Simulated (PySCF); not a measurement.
`InChI=1S/C4H5BrF2/c5-4(7)2-1-3(2)6/h2-4H,1H2/t2-,3+,4-/m0/s1`

Cartesian coordinates in Å; atom numbers follow the order of the lines, from 1:
```xyz
12

F     2.406   -0.219    0.411
C     1.337    0.425   -0.110
Br    1.570    2.348    0.279
C     0.060   -0.077    0.491
C    -1.246    0.331   -0.136
C    -0.765   -1.072   -0.280
F    -0.310   -1.460   -1.501
H     1.373    0.323   -1.200
H     0.107   -0.188    1.567
H    -2.090    0.529    0.506
H    -1.197    0.961   -1.012
H    -1.243   -1.902    0.223
```

Computed with PySCF 2.14.0, TDDFT BHandHLYP/def2-SVPD circular dichroism and optical rotation, one conformer, gas phase. Geometry: GFN2-xTB.

The molecule is flexible and this is one conformer; a measurement averages over conformers. The calculation is non-relativistic, which matters for the atoms heavier than Zn. States above about 9.3 eV lie in this functional's continuum (it starts at minus the energy of the highest occupied orbital, well below the true ionisation energy for most functionals) and depend on the basis. Singlets 9 and 10 lie within 0.01 eV of each other, so their separate moments and overlaps can depend on how they mix.

**Question.** Draw the ECD and absorption spectra from the lowest 16 states, each a Gaussian of half-width 0.35 eV at 1/e height.

**Answer.** 
```tsv
E (eV)	λ (nm)	Δε (L mol⁻¹ cm⁻¹)	ε (L mol⁻¹ cm⁻¹)
5.73	216	+0.25	17.7
5.88	211	+0.70	53.5
6.03	206	+1.36	115
6.18	201	+1.82	178
6.33	196	+1.69	197
6.48	191	+1.07	158
6.63	187	+0.47	91
6.78	183	+0.14	37.7
6.93	179	+0.03	11.9
7.08	175	+0.07	11.2
7.23	172	+0.52	72
7.38	168	+2.89	405
7.53	165	+10.94	1610
7.68	161	+28.46	4540
7.83	158	+50.32	9300
7.98	155	+59.42	14200
8.13	153	+45.06	17000
8.28	150	+20.07	16700
8.43	147	+4.87	13900
8.58	145	+3.54	10300
8.73	142	+6.54	6980
8.88	140	+4.71	4700
9.03	137	-5.91	3450
9.18	135	-22.76	3020
```
Δε uses R in velocity form, ε uses f in length form. Only the states computed contribute, so the short-wavelength end is incomplete.
